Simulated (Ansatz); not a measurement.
Reaction (ligand exchange at the Si–O bond): `[SiH3]O[Si](Cl)(Cl)Cl` + `[GeH3][SeH]` → `[SiH3][Se][GeH3]` + `O[Si](Cl)(Cl)Cl`

Gas-phase electronic energies from Ansatz, PBE0-D4/def2-TZVP geometries. CBS: MP2 limit from def2 TZ/QZ plus the TZ coupled-cluster correction, frozen cores. DFT in def2-TZVPP. For Ge, Se outer-core shells are correlated without core-valence functions, which leaves a few kJ/mol of doubt a bond. Scalar relativity is left out up to krypton. One conformer a species, not always the lowest.

```
             level  ΔE (kcal/mol)
               PBE            5.7
CCSD(T)/def2-TZVPP           10.0
    MP2/def2-QZVPP            8.7
     MP2/CBS(def2)            8.0
```

Q: What does CCSD(T)/CBS give? (Estimate.)

A: Computed: +8.9 kcal/mol. The listed levels differ from it by -3.2, 1.1, -0.2, -0.9 kcal/mol.

Largest T1 diagnostic among the species: 0.010.

From PBE to PBE0 (25 % exact exchange), in def2-TZVPP and without D4, ΔE moves by +1.0 kcal/mol. In def2-TZVPP, CCSD(T) changes the Hartree–Fock value by −4.6 kcal/mol (the triples alone add −0.9 kcal/mol) and MP2 by −5.6 kcal/mol.
